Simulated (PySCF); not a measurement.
**Correlation energy of Br (bromine, neutral)**

[Ar] 3d10 4s2 4p5, 2P determinant. Computed with PySCF 2.14 in aug-cc-pVQZ-DK, with scalar relativity by spin-free X2C-1e. Frozen: [Ar] 3d10; 7 electrons correlated.

| level | correlation energy (mhartree) |
| --- | --- |
| CCSD | -168.48 |
| (T) | -5.81 |
| CCSD(T) | -174.29 |

Diagnostics: T1 = 0.0066, D1 = 0.0208, largest double amplitude 0.035.

Cost of the coupled-cluster step: about 18 core-seconds, for 7 correlated electrons.

Iterations:

```
CC2 = 0
CCSD nocc = (np.int64(4), np.int64(3)), nmo = (79, 79)
frozen orbitals [[0, 1, 2, 3, 4, 5, 6, 7, 8, 9, 10, 11, 12, 13], [0, 1, 2, 3, 4, 5, 6, 7, 8, 9, 10, 11, 12, 13]]
max_cycle = 100
direct = 0
conv_tol = 1e-08
conv_tol_normt = 1e-06
diis_space = 8
diis_start_cycle = 0
Init t2, MP2 energy = -0.150234152294328
Init E_corr(UCCSD) = -0.15023415230784
cycle = 1  E_corr(UCCSD) = -0.164284944090442  dE = -0.0140507918  norm(t1,t2) = 0.0364733
cycle = 2  E_corr(UCCSD) = -0.167303083104627  dE = -0.00301813901  norm(t1,t2) = 0.011417
cycle = 3  E_corr(UCCSD) = -0.168507119221634  dE = -0.00120403612  norm(t1,t2) = 0.00457015
cycle = 4  E_corr(UCCSD) = -0.168499233272907  dE = 7.88594873e-06  norm(t1,t2) = 0.000749686
cycle = 5  E_corr(UCCSD) = -0.168476904769757  dE = 2.23285032e-05  norm(t1,t2) = 0.000228526
cycle = 6  E_corr(UCCSD) = -0.168479037087601  dE = -2.13231784e-06  norm(t1,t2) = 7.38229e-05
cycle = 7  E_corr(UCCSD) = -0.168479757916489  dE = -7.20828888e-07  norm(t1,t2) = 2.0763e-05
cycle = 8  E_corr(UCCSD) = -0.168479522095916  dE = 2.35820574e-07  norm(t1,t2) = 6.80405e-06
cycle = 9  E_corr(UCCSD) = -0.168479505510696  dE = 1.65852196e-08  norm(t1,t2) = 1.72911e-06
cycle = 10  E_corr(UCCSD) = -0.168479511161181  dE = -5.65048436e-09  norm(t1,t2) = 4.01255e-07
UCCSD converged
E(UCCSD) = -2604.587526517207  E_corr = -0.1684795111611805
UCCSD(T) correction = -0.00580781636299894
```
